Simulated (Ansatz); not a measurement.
Molecule: CH5Al, charge 0, multiplicity 1. SMILES: [CH3][AlH2]
Structure (B3LYP-D3(BJ)/def2-TZVP (Ansatz, a program for electronic structure) minimum search):
```
C
H 1 1.0914
H 1 1.0944 2 108.12
H 1 1.0955 2 107.65 3 -114.18
Al 1 1.9548 2 113.32 4 -122.23
H 5 1.5842 1 121.39 2 6.16
H 5 1.5845 6 118.84 1 -179.58
```

Wanted: atomisation energy (electronic, to ground-state atoms); the coupled-cluster value holds the core correlation from cc-pwCVTZ, in kJ/mol. Valence correlation only, unless marked. UHF or UKS for open shells. Spin-orbit coupling is left out. No relativistic terms. Basis-set limits of correlation are two-point, X^-3; Hartree-Fock from the larger set (for Q and 5 zeta extrapolated as (X+1)exp(-9√X)).

Level to compare with: CCSD(T)/CBS(cc-pV(Q+d)Z,cc-pV(5+d)Z) plus the core term (Ansatz), 2169.7 kJ/mol. It is a level with limits of its own, and the differences hold the functionals' basis error too.

Rank these functionals by how close they come to CCSD(T)/CBS(cc-pV(Q+d)Z,cc-pV(5+d)Z), closest first: PBE/def2-TZVPD (Ansatz); BLYP/def2-TZVPD (Ansatz); revPBE/def2-TZVPD (Ansatz).

PBE/def2-TZVPD (GGA, 2146.1 kJ/mol, difference -23.6), BLYP/def2-TZVPD (GGA, 2126.8 kJ/mol, difference -42.9), revPBE/def2-TZVPD (GGA, 2098.8 kJ/mol, difference -70.9)
